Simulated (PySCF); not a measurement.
hexafluoroantimonate (F6Sb), SMILES [F][Sb-]([F])([F])([F])([F])[F], charge -1.

The structure is a stationary point at B3LYP-D3(BJ)/def2-SVPD. The def2 effective core potentials stand for the cores of Sb; spin–orbit coupling is left out.

Computed with PBE/def2-SVPD run with PySCF.

The total energy is -838.57220 hartree and the point group is Oh. The highest occupied level comes out as -4.53 eV, the lowest empty level is 0.60 eV and the orbital gap is 5.13 eV. The dipole moment about the centre of nuclear charge is 0.00 D and the mean static polarisability is 50.9 bohr³ (7.54 Å³). The polarisability, principal values is 50.9, 50.9, 50.9 bohr³.
